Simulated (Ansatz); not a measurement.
Consider the substitution at a C–O bond: `NCCO[SiH3]` + H₂S → `NCCS` + `O[SiH3]`.

Program: Ansatz. Geometries: PBE0-D4/def2-TZVP. ΔE: electronic, gas phase. CBS: MP2 limit from def2 TZ/QZ plus the TZ coupled-cluster correction, frozen cores. This one scheme is used for every species. DFT in def2-TZVPP. HSE06 is defined as in plane-wave codes. One conformer a species, not always the lowest.

**Question.** Is it downhill or uphill in electronic energy at CCSD(T)/CBS, and by how much? (Estimate.)

**Answer.** Computed: Downhill: ΔE = -33.3 kJ/mol.

**Question.** What do these levels give: CAM-B3LYP-D4, PBE, revPBE, r2SCANh, HSE06, BHLYP, MP2/def2-SVP, CCSD/def2-TZVPP, CCSD(T)/def2-TZVPP, MP2/def2-QZVPP, SCS-MP2/def2-QZVPP, CCSD/CBS(def2)? (An estimate is asked.)

**Answer.** Computed: CAM-B3LYP-D4 -23.3, PBE -34.3, revPBE -34.8, r2SCANh -31.9, HSE06 -33.9, BHLYP -25.1, MP2/def2-SVP -18.5, CCSD/def2-TZVPP -26.9, CCSD(T)/def2-TZVPP -28.8, MP2/def2-QZVPP -39.3, SCS-MP2/def2-QZVPP -34.1, CCSD/CBS(def2) -31.5 kJ/mol.

Largest T1 diagnostic among the species: 0.011.

In def2-TZVPP, CCSD(T) changes the Hartree–Fock value by −9.5 kJ/mol (the triples alone add −1.9 kJ/mol) and MP2 by −17.5 kJ/mol. At CCSD(T), def2-SVP lies +22.6 kJ/mol from the extrapolated value and def2-TZVPP +4.5 kJ/mol. Leaving LDA and LC-ωPBE aside and taking each functional with its dispersion term where it has one, the values, not all of them listed here, spread over 11.4 kJ/mol, from PBE-QIDH to CAM-B3LYP-D4. LDA lies +3.1 kJ/mol from PBE without D4.
